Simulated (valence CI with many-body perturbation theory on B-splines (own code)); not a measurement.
# Pd²²⁺: E2, M1 decay

Level of theory: valence CI with perturbative core correlation (CI+MBPT): six valence electrons over a frozen Dirac-Fock core [Ar], radial functions for each j: 7 s, 7 p, 8 d, 6 f, 4 g, 1 h, with the one-electron correlation potential Σ1 (screened to all orders), the two-electron term Σ2, the three-electron term Σ3, Breit, model QED; selected single and double excitations, second order for the rest, scaled by the run's own slope (own B-spline code, finite nucleus).

No measured levels were compared; by estimate terms of the open shell hold to 2 to 4 % of their energy, and close levels can change places. Core correlation moves these levels by up to 10000 cm⁻¹, and in measured spectra 5 to 20 % of such shifts remained as error; rates that hang on mixing are uncertain with them. Among the levels kept, up to 910 cm⁻¹ of a level comes from second order outside the variational space, and about a tenth of that is noise between levels of different J, which matters for small intervals. Only levels of the ground parity were solved; by the run's estimate the other parity begins above the list, which can be wrong where configurations are misplaced.

Lines 51 to 100 of 120 in falling wavelength, among levels below 55.974 eV, chosen from the decays that carry over 1 % of a level's rate. Wavelengths and rates use the calculated energies, so an error of 3000 cm⁻¹ moves a line at 146.2 nm by 4.4 % and its rate by three times that or more. Electric multipoles are in the length gauge, E1 and E2 with the static RPA response of the core. Weak lines are less certain than strong ones. Lines between different terms over intervals too small for the method are left out, as are lines whose strength nearly cancels. Where a level lies close to another of its J and parity, the split of strength between their lines is uncertain. Branching is blank where the lifetime is uncertain.

Names give the largest LS component (configuration and term), which can be under half, so a name can repeat, a term be missing and a line seem to break the LS rules; names also repeat where a configuration has a term twice. Letters in brackets count levels of one name in rising energy.

```
λ vac (nm)         Upper         Lower  Type   A (s⁻¹)  Branch %
     146.2      3d6 1I_6      3d6 3H_5    M1  5.63e+02      29.8
     144.3      3d6 1I_6      3d6 3H_6    M1  1.31e+03      69.5
     142.1  3d6 3F_2 [b]  3d6 3P_1 [a]    M1  1.57e+02       2.3
     135.0  3d6 3H_4 [a]      3d6 5D_4    M1  2.39e+03      96.1
     133.1      3d6 1F_3  3d6 3F_2 [a]    M1  1.46e+02       8.0
     132.0  3d6 3P_1 [a]  3d6 3P_2 [a]    M1  3.93e+03      53.7
     127.8      3d6 1F_3  3d6 3F_3 [a]    M1  4.14e+01       2.3
     126.3  3d6 3F_3 [a]      3d6 5D_3    M1  1.05e+03      36.4
     125.6      3d6 3F_4      3d6 3D_3    M1  8.21e+02          
     125.5  3d6 3P_1 [b]      3d6 3D_1    M1  5.26e+02       5.3
     125.0  3d6 3F_3 [b]  3d6 3H_4 [a]    M1  6.86e+01       1.9
     124.9  3d6 1G_4 [a]  3d6 3F_3 [a]    M1  6.97e+02      13.7
     124.7  3d6 3P_0 [b]  3d6 3P_1 [a]    M1  9.06e+03      49.7
     123.4  3d6 3F_3 [a]      3d6 5D_2    M1  2.72e+02       9.5
     121.5  3d6 3F_2 [a]      3d6 5D_3    M1  6.40e+02      32.8
     121.2      3d6 3D_3  3d6 3H_4 [a]    M1  9.81e+02      26.0
     119.4  3d6 1D_2 [a]  3d6 3F_2 [a]    M1  1.89e+03      35.4
     118.8  3d6 3F_2 [a]      3d6 5D_2    M1  1.24e+03      63.2
     115.1  3d6 1D_2 [a]  3d6 3F_3 [a]    M1  1.43e+03      26.7
     113.5  3d6 1S_0 [a]      3d6 5D_1    M1  7.56e+03     100.0
     110.8  3d6 3P_1 [b]  3d6 1S_0 [a]    M1  9.29e+02       9.5
     110.1      3d6 3H_6      3d6 5D_4    E2  1.78e-05      78.8
     109.1      3d6 3H_5      3d6 5D_4    M1  1.79e+02      73.8
     108.3      3d6 1F_3  3d6 3P_2 [a]    M1  5.37e+01       2.9
     105.9  3d6 3F_2 [b]      3d6 3D_2    M1  1.88e+03      27.5
     105.3      3d6 3F_4      3d6 3G_4    M1  1.24e+02          
     104.1      3d6 3F_4      3d6 3G_5    M1  1.94e+03          
     103.6  3d6 1G_4 [a]      3d6 3H_5    M1  1.48e+03      29.1
     103.4  3d6 3H_4 [b]      3d6 5D_3    M1  1.86e+02       4.3
     102.9      3d6 3D_1      3d6 5D_0    M1  1.79e+03      36.4
     101.7  3d6 3F_2 [b]      3d6 3D_1    M1  8.96e+02      13.1
     101.4      3d6 3D_1      3d6 5D_1    M1  8.14e+02      16.5
     99.06  3d6 1D_2 [a]  3d6 3P_2 [a]    M1  3.77e+02       7.1
     92.49  3d6 3F_3 [a]      3d6 5D_4    M1  1.06e+03      36.7
     90.54      3d6 3F_4  3d6 3H_4 [b]    M1  1.76e+03          
     89.11      3d6 3G_4      3d6 5D_3    M1  1.18e+02       8.2
     89.05      3d6 1F_3  3d6 3H_4 [a]    M1  6.66e+02      36.4
     87.61  3d6 1G_4 [a]  3d6 3H_4 [a]    M1  1.72e+02       3.4
     84.27      3d6 3D_2      3d6 5D_2    M1  1.13e+03      66.0
     79.92  3d6 3F_3 [b]      3d6 5D_3    M1  1.76e+03      48.0
     79.53  3d6 3H_4 [b]      3d6 5D_4    M1  1.33e+03      30.9
     79.00  3d6 3P_1 [a]      3d6 5D_1    M1  9.43e+02      12.9
     78.40  3d6 3P_1 [b]  3d6 3P_2 [a]    M1  4.88e+03      49.6
     78.37      3d6 3D_3      3d6 5D_3    M1  1.54e+02       4.1
     78.09      3d6 3F_4  3d6 3F_3 [a]    M1  1.32e+02          
     77.56  3d6 3F_2 [b]  3d6 3F_2 [a]    M1  1.46e+02       2.1
     77.24      3d6 3D_3      3d6 5D_2    M1  7.81e+01       2.1
     75.71  3d6 3F_2 [b]  3d6 3F_3 [a]    M1  9.17e+02      13.4
     73.23  3d6 3P_0 [a]      3d6 5D_1    M1  1.57e+03      74.3
     71.34      3d6 3G_5      3d6 5D_4    M1  7.49e+01       3.7
```
